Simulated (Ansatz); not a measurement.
Geometry optimisation, Ansatz 0.2.0, UHF/def2-SVP.

Input file:

```yaml
crystal:
  periodic: [false, false, false]
  atoms:
    - { symbol: Mo, position_ang: [0.0, 0.0, -0.052095] }
    - { symbol: F, position_ang: [0.0, 0.0, 1.731046] }
    - { symbol: F, position_ang: [1.791605, 0.0, -0.060416] }
    - { symbol: F, position_ang: [0.0, 1.791436, -0.043926] }
    - { symbol: F, position_ang: [-1.791605, 0.0, -0.060416] }
    - { symbol: F, position_ang: [0.0, -1.791436, -0.043926] }
    - { symbol: F, position_ang: [0.0, 0.0, -1.847785] }
    - { symbol: H, position_ang: [0.0, 0.0, 3.867517] }
magnetization:
  spin_polarized: true
  initial_magnetization: 1
basis:
  gaussian: { orbitals: def2-SVP }
hamiltonian:
  xc: hf
relax:
  f_tol: 0.03
  max_steps: 50
output:
  orbitals: {}
```

Run as:

```bash
$ ansatz run input.yaml --threads 4 --pin off --max-ram 5120MiB --backend cpu --events-out ev --progress --plain --runs-dir out
```

Task: Where does it end, and by what steps?

Result: The forces met the threshold. The force dipped under the threshold on the way, but the program's further checks kept it going. After 12 steps the energy has fallen by 0.144 eV; H8 moved furthest, 1.67 Å.

```json
{"step": "0", "energy less start (eV)": "0.0000", "largest force component (eV/Å)": "0.506", "accepted": "yes"}
{"step": "1", "energy less start (eV)": "-0.0669", "largest force component (eV/Å)": "0.262", "accepted": "yes"}
{"step": "2", "energy less start (eV)": "-0.1080", "largest force component (eV/Å)": "0.123", "accepted": "yes"}
{"step": "3", "energy less start (eV)": "-0.1249", "largest force component (eV/Å)": "0.386", "accepted": "yes"}
{"step": "4", "energy less start (eV)": "-0.1349", "largest force component (eV/Å)": "0.173", "accepted": "yes"}
{"step": "5", "energy less start (eV)": "-0.1394", "largest force component (eV/Å)": "0.034", "accepted": "yes"}
{"step": "6", "energy less start (eV)": "-0.1418", "largest force component (eV/Å)": "0.030", "accepted": "yes"}
{"step": "7", "energy less start (eV)": "-0.1430", "largest force component (eV/Å)": "0.012", "accepted": "yes"}
{"step": "8", "energy less start (eV)": "-0.1435", "largest force component (eV/Å)": "0.026", "accepted": "yes"}
{"step": "9", "energy less start (eV)": "-0.1436", "largest force component (eV/Å)": "0.092", "accepted": "yes"}
{"step": "10", "energy less start (eV)": "-0.1438", "largest force component (eV/Å)": "0.029", "accepted": "yes"}
{"step": "11", "energy less start (eV)": "-0.1438", "largest force component (eV/Å)": "0.055", "accepted": "no"}
{"step": "12", "energy less start (eV)": "-0.1438", "largest force component (eV/Å)": "0.003", "accepted": "yes"}
```

```xyz
8
Properties=species:S:1:pos:R:3
Mo 0.000 0.000 -0.292
F 0.000 0.000 1.500
F 1.792 0.000 -0.293
F 0.000 1.792 -0.292
F -1.792 0.000 -0.293
F 0.000 -1.792 -0.292
F 0.000 0.000 -2.084
H 0.000 0.000 5.536
```

Whether the end is a true minimum wasn't checked by a vibrational analysis.

The run took 27 s on 4 threads of Arm Neoverse V1, on a shared host, peak memory 0.61 GiB.
